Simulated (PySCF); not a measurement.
Excitations are Tamm–Dancoff values on a coarser integration grid. The basis has no diffuse functions, so Rydberg states are missing or too high.

**CH6Si2, SMILES `C=[SiH][SiH3]` (charge 0, multiplicity 1)**

All values below come from PBE0-D3(BJ)/def2-TZVP (PySCF 2.14.0).

- HOMO: -6.61 eV
- dipole moment: 0.71 D
- LUMO: -1.53 eV
- HOMO–LUMO gap: 5.08 eV
- S1 excitation (TDA): 5.28 eV
- S1 oscillator strength: 0.354
- brightest of the four lowest singlets (TDA): 5.28 eV
- T1 excitation (TDA): 2.38 eV
- S1–T1 gap (TDA): 2.91 eV
- total energy: -620.3768 Ha
- cost: around 70 core-seconds (rough)

Bonds (Å): C1–Si2 1.707, C1–H4 1.084, C1–H5 1.084, Si2–Si3 2.321, Si2–H6 1.484, Si3–H7 1.485, Si3–H8 1.487, Si3–H9 1.487. Bond angles (°): Si2–C1–H4 123.0, Si2–C1–H5 121.5, H4–C1–H5 115.5, C1–Si2–Si3 121.5, C1–Si2–H6 119.8, Si3–Si2–H6 118.6, Si2–Si3–H7 108.0, Si2–Si3–H8 110.8, Si2–Si3–H9 110.7, H7–Si3–H8 109.6, H7–Si3–H9 109.6, H8–Si3–H9 108.2.
